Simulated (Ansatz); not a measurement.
The cluster Mo4⁻, relaxed as a doublet with UKS PBE0-D4/def2-SVPD in Ansatz, starting from the GFN1-xTB geometry. Force threshold 0.02 eV/Å.

In the def2 sets Mo takes a core potential; there is no spin–orbit coupling. The charge -1 doublet is spin-contaminated (final ⟨S²⟩ up to 4.48, 0.75 for a pure state). The relaxation made no stability test and no search for a lower SCF solution. The structure comes from a short search, and lower isomers may exist.

Start:

```
atom   x (Å)   y (Å)   z (Å)
 Mo1   0.786   0.316  -1.093
 Mo2   0.279   1.902   0.749
 Mo3  -0.290  -1.898  -0.756
 Mo4  -0.775  -0.320   1.100
```

```
         step  energy (eV)  largest force component (eV/Å)  SCF passes
            1   -7417.6055                           1.657          80
            2   -7417.8408                           1.047          35
            3   -7417.9554                           0.795          31
            4   -7417.9719                           0.770          36
            5   -7418.0386                           0.132          33
            6   -7418.0411                           0.047          38
            7   -7418.0412                           0.003          38
            8   -7418.0441                           0.077          36
            9   -7418.0524                           0.146          37
           10   -7418.0839                           0.240          43
           11   -7418.1546                           0.538          47
12 (rejected)   -7418.1383                           0.639          44
           13   -7418.1718                           0.303          38
           14   -7418.1811                           0.018          40
```

Force components are those of the run's own axes.

End:

```xyz
4

Mo    0.858    0.551   -1.064
Mo    0.364    1.814    0.555
Mo   -0.372   -1.811   -0.560
Mo   -0.850   -0.554    1.069
```

By distances, no bond broke or formed. The bond that changes most is Mo3–Mo4, from 2.48 to 2.11 Å (atoms count from 1).

The force fell under the threshold at step 7, but the optimiser went on and released 0.140 eV more. No frequencies were taken in this run, so the end may be a saddle point.

Hardware: 4 threads of Intel Xeon Platinum 8259CL on a shared host. Wall time 87 s.
